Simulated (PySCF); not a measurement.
**Relaxation of singlet CoO₂⁺**

Method: PySCF, PBE0, basis Co def2-TZVP, O def2-TZVP (no relativity, density fitting). A (50,194) grid was used.

A start displaced from a saddle point along its imaginary mode, of Cs symmetry, held to at least that symmetry:

```xyz
3
charge 1 multiplicity 1, angstrom
Co    0.0237    0.0000   -0.5643
O     0.5833    0.0000    0.9277
O    -0.6707    0.0000    1.1513
```

(1) What forces act on the atoms at the start (eV/Å)?

(2) What does it relax to?

(3) How much energy is released, and in how many steps?

## Answers

(1) 
```json
{"atom": "Co1", "Fx": "-0.72", "Fy": "0.00", "Fz": "-1.62"}
{"atom": "O2", "Fx": "-0.18", "Fy": "0.00", "Fz": "1.91"}
{"atom": "O3", "Fx": "0.90", "Fy": "0.00", "Fz": "-0.28"}
```

(2) It ends at Cs with Co–O 1.678 Å, Co–O 1.782 Å, O–O 1.256 Å; Co–O–O 64.4°, Co–O–O 73.2°, O–Co–O 42.4°. No frequency check is given, so it may be a saddle point. Other isomers or separated fragments may lie lower.

(3) 7.8 kJ/mol in 6 steps.

Stability towards spin polarisation was not tested.

The relaxation took roughly 28 core-seconds on a shared host.
